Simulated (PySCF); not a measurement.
`C=CC[C@@H](C)CC`, C₇H₁₄

Geometry:
```json
{"atom": "C1", "x (Å)": "2.647", "y (Å)": "-1.572", "z (Å)": "0.105"}
{"atom": "C2", "x (Å)": "1.959", "y (Å)": "-0.620", "z (Å)": "0.705"}
{"atom": "C3", "x (Å)": "1.298", "y (Å)": "0.526", "z (Å)": "0.009"}
{"atom": "C4", "x (Å)": "-0.199", "y (Å)": "0.629", "z (Å)": "0.343"}
{"atom": "C5", "x (Å)": "-0.767", "y (Å)": "1.927", "z (Å)": "-0.225"}
{"atom": "C6", "x (Å)": "-0.940", "y (Å)": "-0.600", "z (Å)": "-0.196"}
{"atom": "C7", "x (Å)": "-2.381", "y (Å)": "-0.703", "z (Å)": "0.291"}
{"atom": "H8", "x (Å)": "2.777", "y (Å)": "-1.590", "z (Å)": "-0.965"}
{"atom": "H9", "x (Å)": "3.114", "y (Å)": "-2.374", "z (Å)": "0.653"}
{"atom": "H10", "x (Å)": "1.845", "y (Å)": "-0.629", "z (Å)": "1.782"}
{"atom": "H11", "x (Å)": "1.790", "y (Å)": "1.452", "z (Å)": "0.323"}
{"atom": "H12", "x (Å)": "1.425", "y (Å)": "0.428", "z (Å)": "-1.072"}
{"atom": "H13", "x (Å)": "-0.307", "y (Å)": "0.648", "z (Å)": "1.433"}
{"atom": "H14", "x (Å)": "-0.212", "y (Å)": "2.784", "z (Å)": "0.151"}
{"atom": "H15", "x (Å)": "-0.699", "y (Å)": "1.927", "z (Å)": "-1.312"}
{"atom": "H16", "x (Å)": "-1.809", "y (Å)": "2.052", "z (Å)": "0.055"}
{"atom": "H17", "x (Å)": "-0.395", "y (Å)": "-1.493", "z (Å)": "0.121"}
{"atom": "H18", "x (Å)": "-0.926", "y (Å)": "-0.574", "z (Å)": "-1.288"}
{"atom": "H19", "x (Å)": "-2.823", "y (Å)": "-1.640", "z (Å)": "-0.041"}
{"atom": "H20", "x (Å)": "-2.988", "y (Å)": "0.111", "z (Å)": "-0.097"}
{"atom": "H21", "x (Å)": "-2.420", "y (Å)": "-0.674", "z (Å)": "1.378"}
```

Theory: GIAO KT3/pcSseg-1 magnetisability, rotational g tensor and spin-rotation constants, non-relativistic, gas phase (PySCF 2.14.0). Geometry: GFN2-xTB.

Q: Give the nuclear spin-rotation constants along the inertial axes (H = +C I·J) beside the isotropic shieldings.

A: Rotational constants 3.8358, 1.5506, 1.2063 GHz. A star marks the isotopologue with that one atom substituted, in its own axes.
```tsv
atom	isotope	Caa (kHz)	Cbb (kHz)	Ccc (kHz)	mean (kHz)	σ (ppm)
H8	1H	-0.399	-0.167	0.106	-0.153	26.7
H9	1H	-0.091	-0.057	-0.076	-0.075	26.7
H10	1H	-0.397	-0.162	0.117	-0.147	25.9
H11	1H	-0.387	0.039	-0.112	-0.154	29.3
H12	1H	-0.421	-0.187	0.056	-0.184	30.1
H13	1H	-0.413	-0.174	0.036	-0.184	30.6
H14	1H	-0.375	-0.001	-0.116	-0.164	30.8
H15	1H	-0.441	-0.174	0.027	-0.196	31.3
H16	1H	0.059	-0.159	-0.117	-0.072	30.2
H17	1H	-0.116	-0.063	-0.123	-0.101	29.7
H18	1H	-0.456	-0.169	0.034	-0.197	31.2
H19	1H	-0.415	0.013	-0.109	-0.170	30.6
H20	1H	-0.084	-0.102	-0.123	-0.103	30.5
H21	1H	-0.429	-0.174	0.028	-0.192	31.2
C1	13C*	0.940	0.354	0.460	0.585	73.7
C2	13C*	1.058	0.392	0.542	0.664	48.2
C3	13C*	0.671	0.307	0.249	0.409	135.9
C4	13C*	0.726	0.292	0.200	0.406	144.0
C5	13C*	0.589	0.230	0.182	0.334	163.0
C6	13C*	0.721	0.251	0.189	0.387	152.0
C7	13C*	0.535	0.232	0.163	0.310	169.1
```
For the geometry as given, no vibrational averaging.

Q: How do the rotational constants and the g tensor change when H8, H9, H10, H11, H12, H13, H14, H15, H16, H17, H18, H19, H20, H21 are replaced by deuterium?

A: Constants 2.8918, 1.2733, 0.9965 GHz; g -0.0024, -0.0021, -0.0053, against -0.0032, -0.0025, -0.0063 before.
